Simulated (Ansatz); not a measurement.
Bi3, relaxed as a quartet with UKS PBE0-D4/def2-SVP in Ansatz, starting from the PBE0-D4/def2-SVP geometry of the neutral doublet. Force threshold 0.02 eV/Å.

In the def2 sets Bi takes a core potential; there is no spin–orbit coupling. At PBE0-D4/def2-SVP a doublet of charge 0 lies 1.06 eV below the quartet, each at its own geometry. The structure comes from a short search, and lower isomers may exist.

Start:

```xyz
3

Bi    1.384    0.188    1.003
Bi   -1.287   -1.087    0.346
Bi   -0.096    0.900   -1.349
```

Problem. Estimate the energy that the relaxation releases and the steps that it takes.

Solution. 4.6 kcal/mol, in 4 steps; 14 s on 4 threads of Arm Neoverse V1 on a shared host. No frequencies were taken in this run, so the end may be a saddle point.

Problem. Does the start keep its bonding and symmetry?

Solution. By distances, no bond broke or formed. The bond that changes most is Bi1–Bi3, from 2.87 to 3.04 Å (atoms count from 1). Point group C2v at the start, D3h at the end, both within 0.05 Å.

Problem. Predict the relaxed structure.

Solution. 
Cartesian coordinates in Å:
```
Bi 1.390 0.153 1.057
Bi -1.285 -1.123 0.399
Bi -0.105 0.970 -1.456
```
Bond lengths (bridged metal pairs left out): 3 × Bi–Bi 3.04 Å.
